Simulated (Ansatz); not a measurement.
The cluster Cs₃I₂⁺. The state is a singlet with charge 1. Geometry r2SCAN-D4/def2-SVP.

```xyz
5

Cs    1.704    2.483   -0.041
Cs   -2.863    0.156    0.910
Cs    1.157   -2.640   -0.868
I     0.640   -0.405    2.080
I    -0.638    0.406   -2.080
```

In the def2 sets Cs, I take a core potential; there is no spin–orbit coupling. HSE06 is defined as in plane-wave codes, on full-range PBE exchange. The structure comes from a short search, and lower isomers may exist.

Estimate the orbital energies around the gap (eV) in Ansatz with PBE-D4/def2-SVP, PBE-D4/def2-TZVP, r2SCAN-D4/def2-TZVP, PBE0-D4/def2-TZVP, HSE06-D4/def2-TZVP.


| orbital | PBE-D4/def2-SVP | PBE-D4/def2-TZVP | r2SCAN-D4/def2-TZVP | PBE0-D4/def2-TZVP | HSE06-D4/def2-TZVP |
| --- | --- | --- | --- | --- | --- |
| HOMO−5 | -8.23 | -8.34 | -8.54 | -9.41 | -9.01 |
| HOMO−4 | -8.13 | -8.21 | -8.41 | -9.24 | -8.85 |
| HOMO−3 | -8.13 | -8.21 | -8.41 | -9.24 | -8.85 |
| HOMO−2 | -8.02 | -8.11 | -8.32 | -9.14 | -8.75 |
| HOMO−1 | -8.02 | -8.11 | -8.32 | -9.14 | -8.75 |
| HOMO | -7.54 | -7.65 | -7.85 | -8.65 | -8.28 |
| LUMO | -4.29 | -4.28 | -3.60 | -3.72 | -4.03 |
| LUMO+1 | -3.65 | -3.63 | -2.92 | -3.10 | -3.40 |
| LUMO+2 | -3.65 | -3.63 | -2.92 | -3.10 | -3.40 |
| LUMO+3 | -2.73 | -2.95 | -2.44 | -2.37 | -2.67 |
| LUMO+4 | -2.73 | -2.95 | -2.44 | -2.37 | -2.67 |
| LUMO+5 | -2.44 | -2.67 | -2.11 | -2.16 | -2.42 |
